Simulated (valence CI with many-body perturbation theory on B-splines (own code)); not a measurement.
# Forbidden lines of Hg LXV

Level of theory: relativistic CI+MBPT: six valence electrons over a frozen Dirac-Fock core [Ne], a basis of 9 s, 9 p, 8 d, 6 f, 3 g, 1 h functions for each j, with the one-electron correlation potential Σ1 (screened to all orders), the two-electron term Σ2, the three-electron term Σ3, Breit, model QED; selected single and double excitations, second order for the rest, scaled by the run's own slope (own B-spline code, finite nucleus).

No measured spectrum was set against this ion. As an estimate, large intervals hold to a few tenths of a per cent, small ones and those within an open d or f shell to about a per cent. Among the levels kept, up to 1100 cm⁻¹ of a level comes from second order outside the variational space, and about a tenth of that is noise between levels of different J, which matters for small intervals.

Lines 1 to 34 of 34 in falling wavelength, among levels below 921.35 eV, chosen from the decays that carry over 1 % of a level's rate. Wavelengths and rates use the calculated energies. Electric multipoles are in the length gauge with retardation, E1 and E2 with the static RPA response of the core. M1 uses the relativistic operator with retardation. S is in atomic units (e²a₀⁴ for E2 and M2, e²a₀⁶ for E3), for M1 in squared Bohr magnetons. Weak lines are less certain than strong ones. Lines between different terms over intervals too small for the method are left out, as are lines whose strength nearly cancels. The highest levels of a list are the least certain.

Levels are named by their leading jj configuration (3d3/2^4 stands for four electrons in 3d with j = 3/2), which in mixed levels can hold well under half, so a name can repeat and another be missing. Letters in brackets count levels of one name in rising energy.

```
λ vac (Å)                               Upper                               Lower  Type   A (s⁻¹)  S (a.u.)
    64980      (3s^2 3p1/2^2 3p3/2 3d3/2) J=0      (3s^2 3p1/2^2 3p3/2 3d3/2) J=1    M1  1.23e-01  1.25e+00
     1252      (3s^2 3p1/2^2 3p3/2 3d3/2) J=0      (3s^2 3p1/2^2 3p3/2 3d3/2) J=2    E2  2.18e-01  5.97e-04
    565.5          (3s^2 3p1/2^2 3p3/2^2) J=0          (3s^2 3p1/2^2 3p3/2^2) J=2    E2  1.67e+01  8.60e-04
    113.0      (3s^2 3p1/2^2 3p3/2 3d5/2) J=4      (3s^2 3p1/2^2 3p3/2 3d3/2) J=3    M1  7.92e+06  3.81e+00
    107.6      (3s^2 3p1/2 3p3/2^2 3d5/2) J=5      (3s^2 3p1/2 3p3/2^2 3d3/2) J=4    M1  8.57e+06  4.35e+00
    103.0  (3s^2 3p1/2 3p3/2^2 3d5/2) J=4 [b]  (3s^2 3p1/2 3p3/2^2 3d3/2) J=3 [a]    M1  4.92e+06  1.79e+00
    45.97      (3s^2 3p1/2^2 3p3/2 3d3/2) J=0          (3s^2 3p1/2^2 3p3/2^2) J=2    M2  4.01e+00  7.35e-10
    26.73  (3s^2 3p1/2 3p3/2^2 3d5/2) J=3 [a]      (3s^2 3p1/2^2 3p3/2 3d5/2) J=3    M1  1.47e+08  7.26e-01
    26.72  (3s^2 3p1/2 3p3/2^2 3d5/2) J=4 [a]      (3s^2 3p1/2^2 3p3/2 3d5/2) J=3    M1  3.34e+08  2.13e+00
    25.95  (3s^2 3p1/2 3p3/2^2 3d5/2) J=4 [b]      (3s^2 3p1/2^2 3p3/2 3d5/2) J=3    M1  8.83e+07  5.15e-01
    25.77      (3s^2 3p1/2 3p3/2^2 3d5/2) J=5      (3s^2 3p1/2^2 3p3/2 3d5/2) J=3    E2  8.41e+06  9.39e-04
    25.61  (3s^2 3p1/2 3p3/2^2 3d5/2) J=3 [a]      (3s^2 3p1/2^2 3p3/2 3d5/2) J=2    M1  5.56e+08  2.42e+00
    25.52            (3s^2 3p1/2 3p3/2^3) J=1          (3s^2 3p1/2^2 3p3/2^2) J=0    M1  3.66e+08  6.77e-01
    25.47  (3s^2 3p1/2 3p3/2^2 3d3/2) J=2 [a]      (3s^2 3p1/2^2 3p3/2 3d3/2) J=3    M1  1.34e+08  4.11e-01
    25.45  (3s^2 3p1/2 3p3/2^2 3d3/2) J=2 [a]      (3s^2 3p1/2^2 3p3/2 3d3/2) J=1    M1  1.51e+08  4.60e-01
    25.36      (3s^2 3p1/2 3p3/2^2 3d3/2) J=0      (3s^2 3p1/2^2 3p3/2 3d3/2) J=1    M1  1.12e+09  6.77e-01
    25.36  (3s^2 3p1/2 3p3/2^2 3d5/2) J=2 [a]      (3s^2 3p1/2^2 3p3/2 3d5/2) J=1    M1  6.37e+08  1.93e+00
    25.18  (3s^2 3p1/2 3p3/2^2 3d5/2) J=3 [a]      (3s^2 3p1/2^2 3p3/2 3d5/2) J=4    M1  2.70e+08  1.12e+00
    25.17  (3s^2 3p1/2 3p3/2^2 3d5/2) J=4 [a]      (3s^2 3p1/2^2 3p3/2 3d5/2) J=4    M1  7.84e+08  4.17e+00
    24.95  (3s^2 3p1/2 3p3/2^2 3d3/2) J=2 [a]      (3s^2 3p1/2^2 3p3/2 3d3/2) J=2    M1  6.11e+08  1.76e+00
    24.90  (3s^2 3p1/2 3p3/2^2 3d5/2) J=4 [b]      (3s^2 3p1/2^2 3p3/2 3d5/2) J=2    E2  1.36e+07  1.04e-03
    24.60      (3s^2 3p1/2 3p3/2^2 3d3/2) J=4      (3s^2 3p1/2^2 3p3/2 3d3/2) J=3    M1  1.90e+08  9.42e-01
    24.60      (3s^2 3p1/2 3p3/2^2 3d3/2) J=4      (3s^2 3p1/2^2 3p3/2 3d3/2) J=3    E2  2.24e+07  1.62e-03
    24.49  (3s^2 3p1/2 3p3/2^2 3d5/2) J=4 [b]      (3s^2 3p1/2^2 3p3/2 3d5/2) J=4    M1  1.25e+08  6.12e-01
    24.49  (3s^2 3p1/2 3p3/2^2 3d5/2) J=4 [b]      (3s^2 3p1/2^2 3p3/2 3d5/2) J=4    E2  1.42e+07  1.01e-03
    24.41            (3s^2 3p1/2 3p3/2^3) J=1          (3s^2 3p1/2^2 3p3/2^2) J=2    M1  1.01e+09  1.64e+00
    24.41            (3s^2 3p1/2 3p3/2^3) J=1          (3s^2 3p1/2^2 3p3/2^2) J=2    E2  2.41e+07  5.60e-04
    24.33      (3s^2 3p1/2 3p3/2^2 3d5/2) J=5      (3s^2 3p1/2^2 3p3/2 3d5/2) J=4    M1  1.97e+08  1.15e+00
    24.33      (3s^2 3p1/2 3p3/2^2 3d5/2) J=5      (3s^2 3p1/2^2 3p3/2 3d5/2) J=4    E2  2.09e+07  1.75e-03
    24.12      (3s^2 3p1/2 3p3/2^2 3d3/2) J=4      (3s^2 3p1/2^2 3p3/2 3d3/2) J=2    E2  1.03e+07  6.75e-04
    23.93            (3s^2 3p1/2 3p3/2^3) J=2          (3s^2 3p1/2^2 3p3/2^2) J=2    M1  6.13e+08  1.56e+00
    23.93            (3s^2 3p1/2 3p3/2^3) J=2          (3s^2 3p1/2^2 3p3/2^2) J=2    E2  3.53e+07  1.24e-03
    23.42  (3s^2 3p1/2 3p3/2^2 3d5/2) J=3 [b]      (3s^2 3p1/2^2 3p3/2 3d5/2) J=2    M1  4.20e+07  1.40e-01
    23.05  (3s^2 3p1/2 3p3/2^2 3d5/2) J=3 [b]      (3s^2 3p1/2^2 3p3/2 3d5/2) J=4    M1  5.42e+08  1.72e+00
```
